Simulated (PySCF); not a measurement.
Compound: C6H11PS.
SMILES with atom numbers: `[CH2:1]=[C:2]([CH3:3])[P@H:4](=[S:5])[CH:6]1[CH2:7][CH2:8]1` (hydrogens: H9, H10 on C1; H11, H12, H13 on C3; H14 on P4; H15 on C6; H16, H17 on C7; H18, H19 on C8)

The same species was optimised twice, with GFN2-xTB and with PBE0-D3(BJ)/def2-SVP (PySCF), and the same property calculations (PySCF, gas phase) were run on both structures.

```csv
coordinate,GFN2-xTB,PBE0-D3(BJ)/def2-SVP,change
P4=S5 (Å),1.926,1.950,+0.024
P4–C6 (Å),1.826,1.814,-0.012
C1=C2 (Å),1.325,1.335,+0.010
C2–C3 (Å),1.495,1.499,+0.004
C7–C8 (Å),1.489,1.492,+0.003
C6–C8 (Å),1.501,1.503,+0.002
C2–P4 (Å),1.826,1.828,+0.002
C6–C7 (Å),1.503,1.505,+0.002
P4–C6–C8 (°),117.0,118.9,+1.9
P4–C6–C7 (°),116.1,117.8,+1.7
S5–P4–C6 (°),116.0,114.7,-1.3
C2–P4–S5 (°),117.4,116.4,-1.0
C3–C2–P4 (°),116.5,117.3,+0.8
C2–P4–C6 (°),104.6,105.1,+0.5
C1–C2–P4 (°),118.0,117.6,-0.4
C1–C2–C3 (°),125.5,125.1,-0.4
C1–C2–P4–S5 (°),5,0,-5
C2–P4–C6–C7 (°),88,89,+1
```

Rotational constants: A = 1784, B = 1253, C = 877.2 MHz (GFN2-xTB) against A = 1781, B = 1242, C = 865.3 MHz (PBE0-D3(BJ)/def2-SVP). Point groups within 0.08 Å: C1 and C1.

On the GFN2-xTB structure: HOMO (eV) -6.62 [PBE0/pcSseg-1]; LUMO (eV) -0.58 [PBE0/pcSseg-1]; dipole (D) 4.56 [PBE0/pcSseg-1]; GIAO shielding of C1 (ppm) 47.7 [PBE0/pcSseg-1]; GIAO shielding of C2 (ppm) 40.3 [PBE0/pcSseg-1]; GIAO shielding of C3 (ppm) 166.5 [PBE0/pcSseg-1]; GIAO shielding of P4 (ppm) 306.0 [PBE0/pcSseg-1]; GIAO shielding of S5 (ppm) 859.1 [PBE0/pcSseg-1]; GIAO shielding of C6 (ppm) 178.2 [PBE0/pcSseg-1]; GIAO shielding of C7 (ppm) 186.8 [PBE0/pcSseg-1]; GIAO shielding of C8 (ppm) 182.3 [PBE0/pcSseg-1].

Q: What do these properties become on the PBE0-D3(BJ)/def2-SVP structure?

A: 
```
                                    property          level  on GFN2-xTB  on PBE0-D3(BJ)/def2-SVP  change
                                   HOMO (eV)  PBE0/pcSseg-1        -6.62                    -6.55   +0.07
                                   LUMO (eV)  PBE0/pcSseg-1        -0.58                    -0.61   -0.03
                                  dipole (D)  PBE0/pcSseg-1         4.56                     4.68   +0.12
energy, GFN2-xTB geometry as zero (kcal/mol)  PBE0/pcSseg-1          0.0                     -1.2    -1.2
                  GIAO shielding of C1 (ppm)  PBE0/pcSseg-1         47.7                     43.1    -4.6
                  GIAO shielding of C2 (ppm)  PBE0/pcSseg-1         40.3                     39.2    -1.1
                  GIAO shielding of C3 (ppm)  PBE0/pcSseg-1        166.5                    163.7    -2.8
                  GIAO shielding of P4 (ppm)  PBE0/pcSseg-1        306.0                    301.5    -4.5
                  GIAO shielding of S5 (ppm)  PBE0/pcSseg-1        859.1                    844.0   -15.1
                  GIAO shielding of C6 (ppm)  PBE0/pcSseg-1        178.2                    177.5    -0.7
                  GIAO shielding of C7 (ppm)  PBE0/pcSseg-1        186.8                    184.4    -2.4
                  GIAO shielding of C8 (ppm)  PBE0/pcSseg-1        182.3                    180.3    -2.0
```

The heavy atoms differ by 0.043 Å rms after alignment. Among bonds between heavy atoms P4=S5 changes most (+0.024 Å). Changes are differences of the printed values. Neither structure is proved a minimum here.

The values belong to the conformer `[CH2:1]=[C:2]([CH3:3])[P@H:4](=[S:5])[CH:6]1[CH2:7][CH2:8]1`: C1–C2–P4–S5 0°, C2–P4–C6–C7 89°.
